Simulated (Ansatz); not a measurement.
Calculated with Ansatz (gas phase, PBE0-D4/def2-TZVP geometries, no zero-point term in ΔE). CBS: MP2 limit from def2 TZ/QZ plus the TZ coupled-cluster correction, frozen cores. Functionals use def2-TZVPP. B3LYP here is the variant with VWN-RPA as its local correlation; programs differ in this. For Ge outer-core shells are correlated without core-valence functions, which leaves a few kJ/mol of doubt a bond. Scalar relativity is left out up to krypton. Each species was taken in one conformer, which may not be the lowest.

`C=N[CH2][GeH3]` → `C[CH2][Ge][NH2]`  (isomerisation)

`C=N[CH2][GeH3]`:

Z-matrix (Å, degrees):
```
C
N 1 1.432
Ge 1 1.975 2 109.2
H 1 1.093 2 109.3 3 -116.1
H 1 1.101 2 113.8 3 122.1
C 2 1.260 1 118.6 3 -110.4
H 3 1.535 1 110.1 2 -58.2
H 3 1.538 1 108.8 2 62.1
H 3 1.540 1 109.1 2 -178.6
H 6 1.089 2 119.3 1 178.5
H 6 1.099 2 123.2 1 -1.6
```

`C[CH2][Ge][NH2]`:

Z-matrix (Å, degrees):
```
C
C 1 1.528
H 1 1.094 2 111.5
H 1 1.094 2 112.0 3 120.3
H 1 1.095 2 111.7 3 -119.8
Ge 2 2.010 1 110.0 3 63.2
H 2 1.095 1 110.8 3 -58.8
H 2 1.094 1 110.0 3 -177.1
N 6 1.819 2 95.7 1 -88.8
H 9 1.009 6 125.3 2 -2.8
H 9 1.007 6 122.4 2 176.7
```

Question: Is it downhill or uphill in electronic energy at CCSD(T)/CBS, and by how much? (Estimate.)

Answer: Ansatz gave: Downhill: ΔE = -140.0 kJ/mol.

Question: What do these levels give: PBE-D4, B3LYP-D4, ωB97M-V, SCS-MP2/def2-TZVPP, HF/CBS(def2), CCSD/CBS(def2)? (Best estimate.)

Answer: The calculation gave: PBE-D4 -137.1, B3LYP-D4 -138.7, ωB97M-V -141.5, SCS-MP2/def2-TZVPP -125.8, HF/CBS(def2) -117.3, CCSD/CBS(def2) -141.6 kJ/mol.

Largest T1 diagnostic among the species: 0.013.

In def2-TZVPP, CCSD(T) changes the Hartree–Fock value by −7.4 kJ/mol (the triples alone add +1.6 kJ/mol) and MP2 by −15.1 kJ/mol.
